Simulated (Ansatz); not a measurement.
`O[SiH](O)[GeH3]` + `[SiH3]N[SiH](Cl)Cl` → `O[SiH](O)N[SiH](Cl)Cl` + `[SiH3][GeH3]`  (redistribution)

Isolated molecules relaxed with PBE0-D4/def2-TZVP in Ansatz; ΔE leaves out vibrations. CCSD(T)/CBS adds triple-zeta CCSD(T) − MP2 to the extrapolated MP2 energy (def2 sets, frozen cores). Functionals use def2-TZVPP. B3LYP here is the variant with VWN-RPA as its local correlation; programs differ in this. For Ge outer-core shells are correlated without core-valence functions, which leaves a few kJ/mol of doubt a bond. Scalar relativity is left out up to krypton. Each species was taken in one conformer, which may not be the lowest.

`O[SiH](O)[GeH3]`:

Cartesian coordinates in Å:
```
O 1.137 1.717 0.069
Si 0.281 0.511 0.788
O 1.219 -0.608 1.545
Ge -1.102 -0.569 -0.834
H 1.532 1.558 -0.788
H -0.478 1.171 1.870
H 1.631 -1.297 1.023
H -0.220 -1.233 -1.914
H -2.032 0.424 -1.552
H -1.967 -1.676 -0.207
```

`[SiH3]N[SiH](Cl)Cl`:

```xyz
10

Si    0.660    1.146    0.941
N    -0.345   -0.188    0.468
Si   -0.400   -0.973   -1.035
Cl   -0.509   -2.997   -0.766
Cl   -2.045   -0.447   -2.137
H    -0.143    2.368    1.202
H     1.596    1.393   -0.183
H     1.418    0.818    2.176
H    -1.034   -0.489    1.145
H     0.802   -0.632   -1.812
```

`O[SiH](O)N[SiH](Cl)Cl`:

Z-matrix (Å, degrees):
```
Si
O 1 1.638
N 1 1.726 2 115.2
O 1 1.633 2 106.2 3 114.7
H 1 1.479 2 109.3 3 -122.3
H 2 0.959 1 117.6 3 70.6
Si 3 1.694 1 129.2 2 -76.2
H 3 1.013 1 114.1 2 95.2
H 4 0.958 1 116.6 2 28.4
Cl 7 2.044 3 110.2 1 135.8
Cl 7 2.054 3 107.2 1 16.0
H 7 1.472 3 116.2 1 -103.1
```

`[SiH3][GeH3]`:

```xyz
8

Si   -0.510   -0.949   -0.529
Ge    0.500    0.932    0.518
H     0.513   -1.726   -1.279
H    -1.564   -0.503   -1.477
H    -1.127   -1.833    0.495
H     1.587    0.481    1.508
H    -0.549    1.748    1.292
H     1.151    1.851   -0.529
```

Task: Is it downhill or uphill in electronic energy at CCSD(T)/CBS, and by how much? (Best estimate.)

Result: Ansatz gave: Downhill: ΔE = -10.8 kcal/mol.

Task: What do these levels give: PBE-D4, r2SCAN-D4, ωB97X-V, B2PLYP, PBE0, B3LYP, MP2/def2-TZVPP, SCS-MP2/def2-TZVPP, CCSD/def2-TZVPP, SCS-MP2/def2-QZVPP, HF/CBS(def2), CCSD/CBS(def2)? (Best estimate.)

Result: Ansatz gave: PBE-D4 -9.9, r2SCAN-D4 -11.3, ωB97X-V -10.7, B2PLYP -10.0, PBE0 -10.4, B3LYP -9.4, MP2/def2-TZVPP -10.7, SCS-MP2/def2-TZVPP -10.3, CCSD/def2-TZVPP -11.2, SCS-MP2/def2-QZVPP -10.1, HF/CBS(def2) -11.0, CCSD/CBS(def2) -10.9 kcal/mol.

Largest T1 diagnostic among the species: 0.012.

From PBE to PBE0 (25 % exact exchange), in def2-TZVPP and without D4, ΔE moves by −1.1 kcal/mol. The D4 term adds −1.0 kcal/mol with B3LYP and −0.6 kcal/mol with PBE0; it sums over pairs of atoms, weighted by their polarisabilities, and B3LYP, whose exchange is more repulsive, gets the larger term.
